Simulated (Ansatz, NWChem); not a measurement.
**Heat of formation of CBr2Cl2 (dibromodichloromethane) from total energies**

CBr2Cl2 has 5 atoms, charge 0, and is taken as a singlet. SMILES: `ClC(Cl)(Br)Br`. Geometry: relaxed at PBE0-D4/def2-TZVP.

Total energies at B2PLYP/6-31G* (spherical functions), 29 core orbitals frozen (NWChem 7.3.0); the atoms run unrestricted:

| species | state | energy (Eh) |
| --- | --- | --- |
| CBr2Cl2 | singlet | -6104.998698 |
| Cl | doublet | -459.972165 |
| C | triplet | -37.808708 |
| Br | doublet | -2573.411270 |

Harmonic wavenumbers at PBE0-D4/def2-TZVP, in cm⁻¹: 154, 174, 233, 245, 265, 391, 696, 750, 786.

Measured heats of formation of the gaseous atoms at 298.15 K, in kJ/mol: Cl 121.3, C 716.9, Br 111.9. Spin-orbit lowering of the atoms at 298 K (mean of the ground term's levels less their thermal mean, from spectra), in kJ/mol: Cl 3.44, C 0.02, Br 14.69. Take 1 Eh = 2625.50 kJ/mol, 1 cm⁻¹ = 0.0119627 kJ/mol, RT = 2.479 kJ/mol.

Question: What heat of formation follows?

Answer: 
1. Electronic atomisation energy: 2 × (-459.972165) + (-37.808708) + 2 × (-2573.411270) − (-6104.998698) = 0.423120 Eh = 1110.9 kJ/mol.
2. Zero-point energy: half the sum of the wavenumbers, 1847 cm⁻¹ = 22.1 kJ/mol.
3. Thermal vibrational enthalpy, Σ hcν̃/(exp(hcν̃/kT) − 1): 8.7 kJ/mol. Translation, rotation and pV of a non-linear molecule: 4 RT = 9.9 kJ/mol.
4. The 5 free atoms carry 5/2 RT each: 31.0 kJ/mol.
5. Spin-orbit coupling lowers the free atoms by 2 × 3.44 + 0.02 + 2 × 14.69 = 36.3 kJ/mol.
6. Atomisation enthalpy at 298 K: 1110.9 − 36.3 − 22.1 − 8.7 − 9.9 + 31.0 = 1064.9 kJ/mol.
7. Sum of the atoms' heats of formation: 1183.3 kJ/mol. Heat of formation: 1183.3 − 1064.9 = +118.4 kJ/mol.

The tabulated value is +3.4 kJ/mol (Active Thermochemical Tables), so this level is off by +115.0 kJ/mol, or 9.7 % of the atomisation enthalpy. Relativity is left out. A double-zeta basis underbinds. Anharmonicity and any spin-orbit splitting of the molecule are left out, and so is core correlation.
